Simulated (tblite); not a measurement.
Compound: C6H8O3 (charge +1 and doublet state).
SMILES with atom numbers: `[O:1]=[C:2]1[CH2:3][CH2:4][CH2:5][C@@H:6]([CH:7]=[O+:8])[O:9]1` (hydrogens: H10, H11 on C3; H12, H13 on C4; H14, H15 on C5; H16 on C6; H17 on C7)

Computed geometry: GFN2-xTB, gas phase. This method treats the open shell by occupation alone, without spin polarisation.

Give the optimised bond lengths and angles.

```
  bond  length (Å)
 O1=C2       1.186
 C2–C3       1.542
 C3–C4       1.506
 C4–C5       1.510
 C5–C6       1.542
 C6–C7       1.560
 C7=O8       1.181
 C6–O9       1.398
 C2–O9       1.334
C3–H10       1.091
C3–H11       1.095
C4–H12       1.097
C4–H13       1.104
C5–H14       1.090
C5–H15       1.094
C6–H16       1.095
C7–H17       1.104
```

A selection of angles:
```
   angle  degrees
O1–C2–C3    121.3
O1–C2–O9    122.0
C3–C2–O9    116.7
C2–C3–C4    111.0
C3–C4–C5    110.5
C4–C5–C6    108.4
C5–C6–C7    105.9
C5–C6–O9    115.2
C7–C6–O9    105.7
C6–C7–O8    122.2
C2–O9–C6    126.9
```

Torsions: O1–C2–C3–C4 150°; C2–C3–C4–C5 55° (synclinal); C3–C4–C5–C6 -59° (synclinal); C4–C5–C6–C7 -75° (synclinal); C5–C6–C7–O8 57° (synclinal); C5–C6–O9–C2 -21° (synperiplanar); O1–C2–O9–C6 -167° (antiperiplanar).

The 5 C–C bonds span 1.506 Å (C3–C4, drawn single) to 1.560 Å (C6–C7, drawn single), a spread of 0.054 Å. Of the pairs four or more bonds apart, O8···H13 is among the closest relative to their van der Waals radii: 2.13 Å, 78 % of the sum of Bondi's values. The C–O distances run from 1.181 Å (C7=O8, drawn double) to 1.398 Å (C6–O9, drawn single), a spread of 0.217 Å. C2 (carbon bonded to C and 2 O) is planar (angles 122.0°, 121.3° and 116.7°, sum 359.9°, 0.02 Å off the plane of its three neighbours). C7 (carbon bonded to C, O and H) is planar (angles 124.2°, 122.2° and 113.6°, sum 360.0°, 0.01 Å off the plane of its three neighbours). The 6-membered ring C2–C3–C4–C5–C6–O9 has internal angles of 108.4° to 126.9° (sum 689°, against 720° for a flat polygon); it is puckered, 0.20 Å rms from its mean plane, widest ring torsion 59°.

Point group: C1 (no symmetry element, even within 0.4 Å). Its GFN2-xTB frequencies are all real (lowest 71 cm⁻¹).

One conformer stands for the species.
